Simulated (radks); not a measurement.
Effect of the nuclear size on neutral copper, [Ar] 3d10 4s1. Calculated with a radial shooting solver on a logarithmic mesh with Libxc functionals: Dirac Kohn-Sham, BLYP, spin-unpolarised, spherical densities, finite nucleus; Fermi nuclear charge, rms radius 3.8823 fm. The rms radius is varied about that value; shifts are against it.

rms radius (fm)  total energy shift (eV)  density at nucleus (e/bohr^3)  1s1/2 shift (meV)  2s1/2 shift (meV)  2p1/2 shift (meV)  3s1/2 shift (meV)
3.3                              -0.0544                       2.24e+04              -23.1              -2.19              0.185             -0.324
3.7037                           -0.0176                      2.226e+04              -7.48             -0.707              0.060             -0.105
3.8823                                 0                       2.22e+04              0.000              0.000              0.000              0.000
4.0531                            0.0175                      2.215e+04               7.46              0.706             -0.060              0.105
4.7209                            0.0930                      2.198e+04               39.5               3.74             -0.316              0.554

Slopes of the eigenvalues against <r^2> in GHz/fm^2, as finite differences over the two radii next to the reference (eigenvalue slopes, not the field-shift constants of lines): 1s1/2 1330, 2s1/2 126, 2p1/2 -10.7, 3s1/2 18.7.
